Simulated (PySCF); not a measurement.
As2, SMILES [As]#[As].

Geometry optimised at PBE0-D3(BJ)/def2-TZVP.

Level of theory: PBE0-D3(BJ)/def2-TZVP in PySCF.

Frequencies are harmonic and unscaled.

```tsv
mode	ν (cm⁻¹)	IR (km/mol)	moving atoms (share of kinetic energy)
1	467	0.0	As 100 %
```
